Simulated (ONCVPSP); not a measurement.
Reading a pseudo-wave (rubidium (Rb))

Columns: radius, all-electron u(r) and pseudo u(r) of the 5s shell (level -2.64 eV) of rubidium in the configuration [Kr] 4d0.5 5s0.5; PBE, scalar-relativistic, ONCV scheme, ONCVPSP 4.0.1.

| r (bohr) | all-electron | pseudo |
| --- | --- | --- |
| 0.200 | -0.0108 | 0.0018 |
| 0.400 | 0.1198 | 0.0053 |
| 0.600 | 0.0032 | 0.0120 |
| 0.800 | -0.1343 | 0.0229 |
| 1.000 | -0.2025 | 0.0386 |
| 1.200 | -0.2014 | 0.0596 |
| 1.400 | -0.1527 | 0.0864 |
| 1.600 | -0.0780 | 0.1184 |
| 1.800 | 0.0067 | 0.1549 |
| 2.000 | 0.0911 | 0.1944 |
| 2.200 | 0.1695 | 0.2354 |
| 2.400 | 0.2390 | 0.2767 |
| 2.600 | 0.2985 | 0.3173 |
| 2.800 | 0.3481 | 0.3559 |
| 3.000 | 0.3884 | 0.3908 |
| 3.200 | 0.4201 | 0.4206 |
| 3.400 | 0.4440 | 0.4440 |
| 3.600 | 0.4611 | 0.4611 |
| 3.800 | 0.4723 | 0.4722 |
| 4.000 | 0.4783 | 0.4783 |
| 4.200 | 0.4802 | 0.4802 |
| 4.400 | 0.4785 | 0.4785 |
| 4.600 | 0.4739 | 0.4739 |
| 4.800 | 0.4670 | 0.4670 |
| 5.000 | 0.4579 | 0.4579 |
| 5.200 | 0.4471 | 0.4471 |

How many radial nodes do the two functions have?

The all-electron 5s function has n − l − 1 = 4 (the table is too coarse to show those close to the nucleus); the pseudo-wave has 0, since the states of the same l below it are removed with the core.

At about which radius was the pseudo-wave matched?

3.80 bohr. The columns agree to 0.0005 from 3.40 bohr on; several derivatives are matched, so the curves merge somewhat inside the radius.

Is the pseudo-wave norm-conserving?

Yes: the ONCV scheme keeps the norm inside the radius equal to the all-electron one, which fixes the energy derivative of the logarithmic derivative at the level.
